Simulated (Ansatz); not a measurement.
`[F][Al]([F])[Cl]` + H₂Se → `[F][Al]([Cl])[SeH]` + H–F at 600 K and 1 bar (ligand exchange at the Al–F bond).

Computed with Ansatz on PBE0-D4/def2-TZVP structures; ΔE is electronic, products minus reactants. CCSD(T)/CBS is the MP2 limit (def2-TZVPP, def2-QZVPP) plus CCSD(T) − MP2 in def2-TZVPP, frozen cores. This one scheme is used for every species. For Se outer-core shells are correlated without core-valence functions, which leaves a few kJ/mol of doubt a bond. Scalar relativity is left out up to krypton. One conformer a species, not always the lowest.

```json
{"species": "`[F][Al]([F])[Cl]`", "CCSD(T)/CBS energy (Eh)": "-901.60711", "H − E (kJ/mol)": "54.4", "S (J/(mol·K))": "348.7"}
{"species": "H₂Se", "CCSD(T)/CBS energy (Eh)": "-2401.89790", "H − E (kJ/mol)": "57.0", "S (J/(mol·K))": "244.8"}
{"species": "`[F][Al]([Cl])[SeH]`", "CCSD(T)/CBS energy (Eh)": "-3203.08897", "H − E (kJ/mol)": "78.5", "S (J/(mol·K))": "402.9"}
{"species": "H–F", "CCSD(T)/CBS energy (Eh)": "-100.39570", "H − E (kJ/mol)": "42.3", "S (J/(mol·K))": "194.0"}
```

H − E and S are ideal-gas, rigid-rotor, harmonic terms from PBE0-D4/def2-TZVP, for one conformer and one mirror image of each species. 1 Eh = 2625.50 kJ/mol, R = 8.31446 J/(mol·K).

Problem. By hand: ΔE, ΔH, ΔS and ΔG.

Solution. ΔE = (-3203.08897) + (-100.39570) − (-901.60711) − (-2401.89790) = 0.02034 Eh = 53.4 kJ/mol. Δ(H − E) = 78.5 + 42.3 − 54.4 − 57.0 = 9.4, so ΔH = 62.8 kJ/mol. ΔS = 402.9 + 194.0 − 348.7 − 244.8 = 3.4 J/(mol·K). ΔG = 62.8 − 600 × (3.4)/1000 = 60.8 kJ/mol.

Problem. By hand: the equilibrium constant, and the temperature at which ΔG would vanish if ΔH and ΔS stayed fixed.

Solution. log₁₀ K = −ΔG/(RT ln 10) = -5.3. ΔG = 0 at ΔH/ΔS = 18471 K, far beyond where these terms or the molecules hold.

The number of gas molecules stays the same, so ΔS is small and ΔH decides. A doubt of 5 kJ/mol in ΔE shifts log₁₀ K by 0.4 here. Other conformers and mirror images would add mixing entropy, several J/(mol·K) or more a flexible species. These are equilibria of isolated gas molecules and say nothing of rates. Largest T1 diagnostic: 0.012 (customary marks: 0.02 for closed shells, 0.045 for open ones).
